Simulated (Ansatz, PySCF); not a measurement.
This Ansatz (an electronic-structure program) input computes a SVWN5/def2-TZVPD energy:

Ansatz 0.2 input:
```yaml
crystal:
  periodic: [false, false, false]
  atoms:
    - {symbol: F, position_ang: [-0.31727713, -1.92210696, 0.06729578]}
    - {symbol: As, position_ang: [-0.29154349, 0.02051173, 0.07326886]}
    - {symbol: F, position_ang: [1.44153628, -0.10142020, -0.36227777]}
    - {symbol: F, position_ang: [-0.05526635, 1.94831749, 0.02632949]}
basis:
  gaussian:
    orbitals: def2-TZVPD
hamiltonian:
  xc: {name: SVWN5}
total_charge: -1
magnetization: {spin_polarized: true, initial_magnetization: 1}
output: {forces: true}
```

Task: Write an input for the same energy in PySCF and say what it gives.

Result: 
```python
from pyscf import gto, scf, dft

mol = gto.M(
    atom='''
    F    -0.31727713   -1.92210696    0.06729578
    As   -0.29154349    0.02051173    0.07326886
    F     1.44153628   -0.10142020   -0.36227777
    F    -0.05526635    1.94831749    0.02632949
    ''',
    basis='def2-tzvpd',
    charge=-1,
    spin=1,
    verbose=4,
)

mf = dft.UKS(mol, xc='svwn').density_fit(auxbasis='def2-universal-jkfit')
mf.grids.level = 3
mf.conv_tol = 1e-9
mf.max_cycle = 100
mf.max_memory = 1500
mf.kernel()
if not mf.converged:
    mf = mf.newton()
    mf.kernel(mf.make_rdm1())
for _ in range(2):
    mo, _, stable, _ = mf.stability(return_status=True)
    if stable:
        break
    mf.kernel(mf.make_rdm1(mo, mf.mo_occ))
mf.analyze()
```
It gives -2530.50691 Eh, and Ansatz -2530.50687 Eh, a difference of 0.04 mEh, from the treatment of integrals and grids.
